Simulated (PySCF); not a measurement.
# Reading the logs of faulty runs: B2CGeH5 cation

Calculated results; nothing here was measured. The program is PySCF 2.14.0, an open-source quantum chemistry code, run on an isolated molecule that a program drew, which may never have been made. The molecule is B2CGeH5 cation (charge +1, singlet), drawn as the SMILES string `[BH2][GeH+][B]=C`.

Each row is a Hartree-Fock (HF) and frozen-core CCSD(T) single point in the cc-pVDZ basis, meant for a local HF minimum. Run 1 is clean. Each other run has one planted mistake out of seven kinds, and not every kind appears here: one electron removed, one electron added, multiplicity raised by two, geometry at a saddle point, minimal basis STO-3G, one bond length entered in bohr, all coordinates scaled. The reference is restricted for singlets and unrestricted otherwise, and also for a bond in bohr. Adding or removing an electron swaps singlet and doublet. Electrons count all cores. HOMO and LUMO are orbital energies over both spins, the gradient is its largest component, and the lowest frequency (negative if imaginary) is given only where the gradient is small. Bond lengths are over the 8 bonds as drawn. T1 is the CCSD diagnostic: over 0.02 (restricted) or 0.045 (unrestricted) a single reference is doubtful. Germanium has the cc-pVDZ-PP basis, with a core potential (ECP10MDF) in place of its 10 inner electrons, and its 3s, 3p and 3d shells are frozen in CCSD(T).

Geometry of the clean run:
```xyz
9
B2CGeH5 cation, angstrom
B     1.1959   -1.5192    3.0203
Ge    1.6162    0.2480    1.9924
B     0.4183    1.1808    0.7362
C    -0.4342    1.8389   -0.1488
H     0.6871   -1.4229    4.0897
H     1.4942   -2.5428    2.4959
H     2.9575    0.9346    2.1874
H    -0.1470    2.7607   -0.6472
H    -1.4263    1.4642   -0.3849
```

| run | electrons | basis functions | <S^2> | HOMO (eV) | LUMO (eV) | gradient (hartree/bohr) | lowest frequency (cm^-1) | mean bond (Å) | longest bond (Å) | T1 | HF (hartree) | CCSD(T) (hartree) | mistake |
|---|---|---|---|---|---|---|---|---|---|---|---|---|---|
| 1 | 52 | 90 | 0.000 | -14.00 | -5.39 | 3.8e-05 | 96 | 1.4400 | 2.087 | 0.0189 | -383.17203 | -383.59476 | no fault |
| 2 | 51 | 90 | 0.755 | -22.00 | -11.91 | 3.3e-02 | - | 1.4400 | 2.087 | 0.0154 | -382.70688 | -383.07447 | one electron removed |
| 3 | 52 | 90 | 0.000 | -13.99 | -6.08 | 3.4e-05 | -192 | 1.4451 | 2.131 | 0.0206 | -383.16688 | -383.59027 | geometry at a saddle point |
| 4 | 52 | 90 | 0.000 | -14.23 | -5.37 | 1.8e-02 | - | 1.4084 | 2.041 | 0.0183 | -383.16791 | -383.58695 | ? |

**Which mistake was planted in run 4, and what did it cost?**

The mean and the longest bond both change by the same factor, 0.978, and the gradient is no longer small. So the mistake is: all coordinates scaled. Subtracting run 1 and multiplying by 627.51 kcal/mol a hartree, the energy moved by 2.6 kcal/mol in HF and 4.9 kcal/mol in CCSD(T).

Cautions from the logs. Run 3: T1 is over the limit, so its CCSD(T) energy is less reliable.
